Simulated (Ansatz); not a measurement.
Input file for Ansatz (an electronic-structure program): R-BLYP/def2-TZVPP on C2H6FIn (SMILES C[CH2][InH][F]), a point of a torsion scan. Elements past Kr take the def2 small-core potentials; no spin–orbit coupling.

Ansatz 0.2 input:
```yaml
crystal:
  periodic: [false, false, false]
  atoms:
    - {symbol: C, position_ang: [-1.16815207, 0.20348832, -0.68801526]}
    - {symbol: C, position_ang: [-0.49293208, -0.04449939, 0.64774551]}
    - {symbol: In, position_ang: [1.75758467, 0.06570816, 0.56669578]}
    - {symbol: F, position_ang: [2.37975381, 1.49297024, 1.78599686]}
    - {symbol: H, position_ang: [-0.88528725, -0.55217277, -1.42095940]}
    - {symbol: H, position_ang: [-2.25228516, 0.16251668, -0.56577319]}
    - {symbol: H, position_ang: [-0.90688580, 1.18547476, -1.08365795]}
    - {symbol: H, position_ang: [-0.71259101, 0.74317869, 1.37081992]}
    - {symbol: H, position_ang: [-0.76889553, -1.01306511, 1.06314553]}
    - {symbol: H, position_ang: [3.17470593, -0.59753019, -0.19697130]}
basis:
  gaussian:
    orbitals: def2-TZVPP
hamiltonian:
  xc: {name: BLYP}
scf: {lower_state_search: off}
```

Program output:

```
WARN ansatz: RAYON_NUM_THREADS=1 ignored (pool sized by the plan → 1); use --threads N
Functional definition: BLYP
these checks for a lower state are left out or cut short: stability, starts, cluster_reference, orbital_swaps, neighbouring_geometries, increment
integrals: 0.13 GiB planned
1258 factors; their error is unknown
mean field: 0.97 GiB planned
mean field evaluation 1: about -10043.3643 eV, gradient 9.3e1 eV
mean field evaluation 2: about -9918.6879 eV, gradient 2.2e2 eV
mean field evaluation 4: about -10061.3644 eV, gradient 2.5e1 eV
mean field evaluation 8: about -10062.5671 eV, gradient 2.1e-1 eV
mean field evaluation 16: about -10062.5395 eV, gradient 3.6e-4 eV
mean field -10062.53949963 eV, -369.7915059771 hartree, gradient 2.3e-6 eV, S^2 0.000000; 0 other end points of the search recorded, 0 dependent functions left out
reference -10062.53992858 eV, -369.7915217408 hartree; 24, 24 occupied and 203, 203 virtual orbitals, 1258 factors
Total energy: -10062.53992858 eV, -369.7915217408 hartree
Checks for a lower state left out: stability, starts, cluster_reference, orbital_swaps, neighbouring_geometries, increment
```

Self-consistency was reached.

Cost: around 2.8 core-seconds (rough).
